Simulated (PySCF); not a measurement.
[Ti(OH)4]-: Ti(III) (d1), charge -1. The structure is a PBE0-D3(BJ)/def2-TZVP geometry optimised for multiplicity 2; coordination tetrahedral, point group S4, metal–donor distances 1.92 Å.

```
9

Ti    0.000    0.000    0.000
O     1.111    1.111    1.110
H     0.703    1.911    1.448
O    -1.111   -1.111    1.110
H    -0.703   -1.911    1.448
O    -1.111    1.111   -1.110
H    -1.911    0.703   -1.448
O     1.111   -1.111   -1.110
H     1.911   -0.703   -1.448
```

Method (PySCF 2.14, density fitting): CASSCF(1,5) with orbitals averaged over all microstates of the shell, strongly contracted NEVPT2 on the averaged canonical orbitals; basis x2c-TZVPall on the metal, x2c-SVPall elsewhere; spin-free X2C; IEF-PCM dichloromethane; spin-orbit coupling by state interaction with the mean-field operator over all roots.

Question: Which term lies lowest, and with what spin?

Answer: 2B (from 2E) (S = 1/2, orbital degeneracy 1), with 1.0 electrons in the lower (e-type) set and 0.0 in the upper (t2-type) set, by NEVPT2.

Question: Where do the spin-allowed transitions within the shell lie?

Answer: By NEVPT2: 2A (from 2E) at 4365 cm⁻¹; 2E (from 2T2) at 10558 cm⁻¹ (947 nm); 2B (from 2T2) at 11830 cm⁻¹ (845 nm). The strongest, at 10558 cm⁻¹, has f = 9.0e-04.

Question: Give the fitted ligand-field and repulsion parameters.

Answer: At NEVPT2 level: orbital energies 0, 4365, 10558, 10558, 11830 cm⁻¹; 10Dq = 8799 cm⁻¹ (difference of the means of the two sets); ζ = 122 cm⁻¹ (free ion 152).

Question: What magnetic behaviour follows?

Answer: The ground doublet has g = 1.925, 1.980, 1.980. μeff is 1.75 μB at 300 K and 1.70 μB at 10 K; the spin-only value is 1.73 μB.

NEVPT2 lifts 2A (from 2E) from 3587 to 4365 cm⁻¹; on the d shell alone such lifts tend to overshoot. NEVPT2 on the d shell alone tends to put d–d bands too high for such charged or covalently bound ions.

The job took 3.6 s on one thread of Intel Xeon 6975P-C (shared host), with 124 basis functions, launched as `OMP_NUM_THREADS=1 python lf_run.py task.json out`.
